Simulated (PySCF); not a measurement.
PySCF input file for Ge(H)2(Cl)(vinyl) (C2H5ClGe), SMILES C=[CH][GeH2][Cl], r2SCAN-D4/def2-SVP. The structure is a stationary point at r2SCAN-D4/def2-SVP. The structure was generated by enumeration, and PubChem lists no compound with its InChIKey, so it may never have been made. Other conformers were not sampled.

```python
import numpy as np
from pyscf import gto, scf, dft, df
from pyscf.hessian import thermo

mol = gto.M(
    atom='''
    Ge    0.73746983    0.10155144    0.00000000
    Cl   -0.96439180    1.45516724   -0.00000000
    C     0.03582790   -1.69969036    0.00000000
    C    -1.27241038   -1.98188344   -0.00000000
    H     1.55619788    0.41252816   -1.26088417
    H     1.55619788    0.41252816    1.26088416
    H     0.76840687   -2.51938505    0.00000000
    H    -1.63723432   -3.01584260   -0.00000000
    H    -2.02844748   -1.18787493   -0.00000000
    ''',
    basis='def2-SVP',
    charge=0,
    spin=0,
    max_memory=1600,
    verbose=3,
)
mf = dft.RKS(mol, xc='r2scan').density_fit(auxbasis='def2-universal-jkfit')
mf.disp = 'd4'
mf.grids.level = 4
mf.conv_tol = 1e-11
mf.max_cycle = 100
mf.kernel()

# [left out here: the lines that compute and print the analytic Hessian (its translational invariance restored by hand, since the grid's response is missing), thermochemistry and intensities]
```

Program output:

```
converged SCF energy = -2615.88713143219

WARN: MGGA Hessian is sensitive to dft grids. grids.level 4 may not be dense enough.


WARN: DFTD4 does not support analytical Hessian, using finite difference.


WARN: Mole.unit (angstrom) is changed to Bohr

Mode                                 0                   1                   2
Irrep
Freq [cm^-1]                       98.2817            144.5634            339.8978
Reduced mass [au]                   1.9776              6.0485              3.9370
Force const [Dyne/A]                0.0113              0.0745              0.2680
Char temp [K]                     141.4055            207.9946            489.0372
Normal mode                   x     y     z       x     y     z       x     y     z
       0  Ge                -0.00  0.00 -0.02   -0.04 -0.01  0.00    0.03  0.04 -0.00
       1  Cl                 0.00  0.00  0.03    0.05  0.10 -0.00    0.01 -0.03  0.00
       2   C                -0.00 -0.00  0.16    0.03 -0.04 -0.00   -0.13  0.05 -0.00
       3   C                 0.00 -0.00 -0.11    0.06 -0.15  0.00   -0.10 -0.13  0.00
       4   H                -0.11 -0.07 -0.11   -0.03 -0.03  0.00    0.05 -0.04 -0.01
       5   H                 0.11  0.07 -0.11   -0.03 -0.03 -0.00    0.05 -0.04  0.01
       6   H                 0.00  0.00  0.48    0.10  0.03 -0.00   -0.09  0.08  0.00
       7   H                 0.00 -0.00 -0.02    0.15 -0.19 -0.00    0.09 -0.20  0.00
       8   H                -0.00 -0.00 -0.42   -0.01 -0.22  0.00   -0.24 -0.27 -0.00
Mode                                 3                   4                   5
Irrep
Freq [cm^-1]                      392.3868            415.7420            573.1467
Reduced mass [au]                   1.0916             33.6497              1.2330
Force const [Dyne/A]                0.0990              3.4267              0.2386
Char temp [K]                     564.5572            598.1602            824.6305
Normal mode                   x     y     z       x     y     z       x     y     z
       0  Ge                 0.00  0.00  0.01    0.06 -0.03  0.00   -0.00  0.00 -0.03
       1  Cl                 0.00 -0.00 -0.01   -0.11  0.08 -0.00    0.00  0.00  0.02
       2   C                -0.00  0.00  0.06   -0.02 -0.02  0.00    0.00 -0.00  0.10
       3   C                -0.00 -0.00 -0.03   -0.02 -0.02 -0.00   -0.00 -0.00 -0.01
       4   H                -0.29 -0.29 -0.26    0.03 -0.00 -0.01    0.48 -0.20  0.24
       5   H                 0.29  0.29 -0.26    0.03 -0.00  0.01   -0.48  0.20  0.24
       6   H                -0.00  0.00 -0.36   -0.02 -0.03 -0.00   -0.00 -0.00 -0.17
       7   H                 0.00 -0.00 -0.47   -0.01 -0.03 -0.00   -0.00  0.00 -0.29
       8   H                -0.00 -0.00  0.30   -0.02 -0.02  0.00    0.00  0.00  0.16
Mode                                 6                   7                   8
Irrep
Freq [cm^-1]                      587.5235            683.6803            770.3817
Reduced mass [au]                   3.5401              1.1708              1.0603
Force const [Dyne/A]                0.7200              0.3224              0.3708
Char temp [K]                     845.3156            983.6638           1108.4077
Normal mode                   x     y     z       x     y     z       x     y     z
       0  Ge                -0.01 -0.04 -0.00    0.00 -0.00  0.01   -0.00  0.02 -0.00
       1  Cl                -0.01 -0.00  0.00    0.00 -0.00  0.01   -0.01 -0.00  0.00
       2   C                -0.00  0.22  0.00   -0.00  0.00 -0.11    0.01 -0.03 -0.00
       3   C                 0.05  0.04 -0.00   -0.00 -0.00  0.01    0.01 -0.00 -0.00
       4   H                 0.04 -0.11  0.01    0.10 -0.58 -0.09    0.23 -0.64 -0.02
       5   H                 0.04 -0.11 -0.01   -0.10  0.58 -0.09    0.23 -0.64  0.02
       6   H                 0.07  0.29 -0.00    0.00  0.00  0.15    0.06  0.01  0.00
       7   H                 0.29 -0.04 -0.00    0.00 -0.00  0.29   -0.11  0.04  0.00
       8   H                -0.11 -0.11  0.00   -0.00 -0.00 -0.18    0.09  0.07 -0.00
Mode                                 9                  10                  11
Irrep
Freq [cm^-1]                      880.6343            977.7024            994.7318
Reduced mass [au]                   1.0224              1.3591              1.1679
Force const [Dyne/A]                0.4672              0.7655              0.6809
Char temp [K]                    1267.0366           1406.6961           1431.1976
Normal mode                   x     y     z       x     y     z       x     y     z
       0  Ge                -0.01 -0.00  0.00    0.00 -0.00 -0.00   -0.00  0.01  0.00
       1  Cl                -0.00  0.00 -0.00    0.00 -0.00  0.00   -0.00  0.00  0.00
       2   C                -0.00 -0.01 -0.00   -0.00  0.00 -0.05    0.03 -0.05  0.00
       3   C                -0.01 -0.00  0.00   -0.00 -0.00  0.14    0.01  0.09  0.00
       4   H                 0.55  0.19  0.38   -0.00  0.00  0.00    0.04 -0.08  0.01
       5   H                 0.55  0.19 -0.38    0.00 -0.00  0.00    0.04 -0.08 -0.01
       6   H                 0.03  0.02  0.00    0.00  0.00  0.12   -0.39 -0.43 -0.00
       7   H                -0.02  0.00 -0.00   -0.00  0.00 -0.65    0.52 -0.09 -0.00
       8   H                 0.00  0.01 -0.00    0.00  0.00 -0.52   -0.37 -0.28 -0.00
Mode                                12                  13                  14
Irrep
Freq [cm^-1]                     1024.2842           1261.6994           1404.0422
Reduced mass [au]                   1.0587              1.3344              1.1688
Force const [Dyne/A]                0.6544              1.2516              1.3576
Char temp [K]                    1473.7169           1815.3045           2020.1042
Normal mode                   x     y     z       x     y     z       x     y     z
       0  Ge                -0.00  0.00 -0.00   -0.00 -0.00 -0.00   -0.00 -0.00  0.00
       1  Cl                -0.00  0.00  0.00   -0.00  0.00  0.00   -0.00  0.00 -0.00
       2   C                 0.00 -0.00 -0.06   -0.02  0.10 -0.00    0.10  0.04  0.00
       3   C                 0.00  0.00 -0.01    0.07 -0.08  0.00   -0.00 -0.00 -0.00
       4   H                 0.01 -0.00  0.01    0.01  0.01  0.02    0.00 -0.00  0.00
       5   H                -0.01  0.00  0.01    0.01  0.01 -0.02    0.00 -0.00 -0.00
       6   H                -0.00 -0.00  0.72   -0.61 -0.42  0.00   -0.02 -0.08 -0.00
       7   H                 0.00 -0.00 -0.30   -0.22  0.03 -0.00   -0.62  0.19 -0.00
       8   H                -0.00 -0.00  0.58    0.32  0.16  0.00   -0.48 -0.43 -0.00
Mode                                15                  16                  17
Irrep
Freq [cm^-1]                     1662.5646           2154.8151           2157.0342
Reduced mass [au]                   4.8045              1.0158              1.0254
Force const [Dyne/A]                7.8245              2.7790              2.8111
Char temp [K]                    2392.0603           3100.2992           3103.4920
Normal mode                   x     y     z       x     y     z       x     y     z
       0  Ge                 0.00  0.00 -0.00   -0.01 -0.00  0.00   -0.00 -0.00 -0.02
       1  Cl                -0.00 -0.00  0.00   -0.00  0.00  0.00   -0.00  0.00 -0.00
       2   C                -0.18 -0.06 -0.00   -0.00  0.00  0.00   -0.00  0.00 -0.00
       3   C                 0.19  0.05  0.00    0.00 -0.00  0.00    0.00 -0.00 -0.00
       4   H                -0.00  0.02  0.00    0.35  0.14 -0.59   -0.38 -0.15  0.57
       5   H                -0.00  0.02 -0.00    0.35  0.14  0.59    0.38  0.15  0.57
       6   H                -0.01  0.13  0.00   -0.01 -0.00  0.00   -0.00 -0.00 -0.00
       7   H                -0.14  0.18 -0.00   -0.00  0.00 -0.00   -0.00  0.00  0.01
       8   H                -0.08 -0.24 -0.00    0.00 -0.00  0.00    0.00 -0.00 -0.00
Mode                                18                  19                  20
Irrep
Freq [cm^-1]                     3118.5270           3136.0674           3223.0739
Reduced mass [au]                   1.0592              1.0920              1.1174
Force const [Dyne/A]                6.0692              6.3278              6.8389
Char temp [K]                    4486.8660           4512.1027           4637.2858
Normal mode                   x     y     z       x     y     z       x     y     z
       0  Ge                 0.00  0.00 -0.00   -0.00 -0.00  0.00   -0.00 -0.00  0.00
       1  Cl                -0.00  0.00 -0.00    0.00 -0.00 -0.00    0.00  0.00 -0.00
       2   C                 0.02 -0.03  0.00   -0.06  0.05  0.00   -0.01  0.01  0.00
       3   C                 0.05  0.02 -0.00    0.04  0.00 -0.00   -0.02  0.09 -0.00
       4   H                -0.00 -0.00  0.00    0.00  0.00 -0.00   -0.00  0.00  0.00
       5   H                -0.00 -0.00 -0.00    0.00  0.00  0.00   -0.00  0.00 -0.00
       6   H                -0.28  0.31 -0.00    0.57 -0.64 -0.00    0.06 -0.06 -0.00
       7   H                -0.21 -0.62  0.00   -0.08 -0.24  0.00   -0.22 -0.61  0.00
       8   H                -0.39  0.42 -0.00   -0.24  0.25  0.00    0.47 -0.49 -0.00
temperature 298.1500 [K]
pressure 101325.00 [Pa]
Rotational constants [GHz] 4.75278 2.82917 1.81429
Symmetry number 1
Zero-point energy (ZPE) 0.05923 [Eh]   155519.204 [J/mol]
                           tot       elec      trans        rot        vib
Entropy [J/mol/K]       330.532      0.000    170.119    112.882     47.530
Cv [J/mol/K]             83.845      0.000     12.472     12.472     58.901
Cp [J/mol/K]             92.159      0.000     20.786     12.472     58.901
Internal energy [J/mol]                      3718.434   3718.434 163701.498
Internal energy [Eh]   -2615.82195  -2615.88713
Enthalpy [J/mol]                             6197.391   3718.434 163701.498
Enthalpy [Eh]          -2615.82100
Gibbs free energy [J/mol]                  -44523.654 -29937.420 149530.318
Gibbs free energy [Eh] -2615.85854
static polarisability / bohr^3: [[67.615  4.516 -0.   ]
 [ 4.524 62.517 -0.   ]
 [ 0.    -0.    39.647]]
largest difference of analytic and finite-field dipole derivatives / e: 0.000815787018201064
mode   freq/cm-1   IR/(km/mol)   Raman/(A^4/amu)   depolarisation
   1       98.28         0.107             5.780            0.750
   2      144.56         1.881             2.261            0.685
   3      339.90         6.845             2.477            0.589
   4      392.39         0.005             9.627            0.750
   5      415.74        41.588             6.477            0.179
   6      573.15        42.924            10.508            0.750
   7      587.52        11.703             6.606            0.201
   8      683.68        25.900             9.228            0.750
   9      770.38       137.735            17.606            0.741
  10      880.63        92.413            32.183            0.603
  11      977.70        23.178             0.189            0.750
  12      994.73         8.974             4.595            0.702
  13     1024.28        17.379             0.007            0.750
  14     1261.70         4.606             8.270            0.203
  15     1404.04        13.730            17.456            0.532
  16     1662.56         1.723            11.443            0.084
  17     2154.82       108.700           281.015            0.069
  18     2157.03       120.297           123.399            0.750
  19     3118.53         9.203            84.737            0.351
  20     3136.07         5.133           197.926            0.208
  21     3223.07         1.881            86.316            0.608
max |gradient| / (hartree/bohr): 0.0003014566869395786
APT charges: [ 1.318  -0.5052 -0.3242 -0.0679 -0.2709 -0.2709  0.0125  0.0423  0.0603]
```

The calculation finished and met its thresholds.
